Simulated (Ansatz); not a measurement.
Geometry optimisation, RHF/def2-SVP (Ansatz 0.2.0).

The input (input.yaml):

```yaml
crystal:
  periodic: [false, false, false]
  atoms:
    - { symbol: W, position_ang: [0.0, 0.0, 0.0] }
    - { symbol: Cl, position_ang: [0.0, 0.0, 2.74] }
    - { symbol: H, position_ang: [1.72, 0.0, 0.0] }
    - { symbol: H, position_ang: [0.0, 1.72, 0.0] }
    - { symbol: F, position_ang: [-1.85, 0.0, 0.0] }
    - { symbol: H, position_ang: [0.0, -1.72, 0.0] }
    - { symbol: H, position_ang: [0.0, 0.0, -1.72] }
    - { symbol: H, position_ang: [1.3275, 1.3829, 0.637] }
    - { symbol: H, position_ang: [1.114, 1.1605, 1.6422] }
basis:
  gaussian: { orbitals: def2-SVP }
hamiltonian:
  xc: hf
relax:
  f_tol: 0.15
  max_steps: 25
  restrain:
    - { distance: [0, 7], at: 2.92, k: 30.0 }
    - { distance: [8, 1], at: 2.57, k: 30.0 }
    - { distance: [0, 1], at: 2.39, k: 30.0 }
    - { distance: [8, 7], at: 0.66, k: 30.0 }
```

Run as:

```bash
$ ansatz run input.yaml --threads 1 --pin off --max-ram 2048MiB --backend cpu --events-out ev --progress --plain --runs-dir out
```

**Question.** Where does it end, and by what steps?

**Answer.** The forces met the threshold. The restraints hold the end off the free minimum; the threshold counts their pulls, which the force column leaves out. Restrained pairs: W1–H8 (2.02 → 2.92 Å), Cl2–H9 (1.95 → 2.58 Å), W1–Cl2 (2.74 → 2.37 Å), H8–H9 (1.05 → 0.71 Å). After 17 steps the energy has fallen by 5.650 eV (the restraints' own energy left out); H8 moved furthest, 1.72 Å.

| step | energy less start (eV) | largest force component (eV/Å) | accepted |
| --- | --- | --- | --- |
| 0 | 0.0000 | 6.674 | yes |
| 1 | -0.8165 | 6.733 | yes |
| 2 | -1.9481 | 3.888 | yes |
| 3 | -3.1233 | 2.762 | yes |
| 4 | -4.4790 | 2.018 | yes |
| 5 | -5.1717 | 0.606 | yes |
| 6 | -5.3737 | 0.878 | yes |
| 7 | -5.4439 | 1.152 | yes |
| 8 | -5.4560 | 1.287 | yes |
| 9 | -5.4739 | 1.208 | yes |
| 10 | -5.5190 | 0.553 | no |
| 11 | -5.4887 | 1.138 | yes |
| 12 | -5.5116 | 0.987 | yes |
| 13 | -5.5485 | 0.777 | yes |
| 14 | -5.5680 | 0.744 | yes |
| 15 | -5.5740 | 0.849 | yes |
| 16 | -5.6367 | 1.132 | yes |
| 17 | -5.6499 | 1.201 | yes |

```xyz
9
Properties=species:S:1:pos:R:3
W 0.062 -0.009 0.251
Cl 1.223 -0.566 2.242
H 1.100 -1.145 -0.383
H 1.020 0.718 -0.907
F -1.566 0.895 -0.006
H -0.691 -1.412 -0.171
H -0.141 -0.427 -1.325
H 0.515 2.525 1.626
H 0.791 1.965 1.971
```

Time of the run: 43 s on 1 thread of Arm Neoverse V1, on a shared host, peak memory 0.2 GiB.
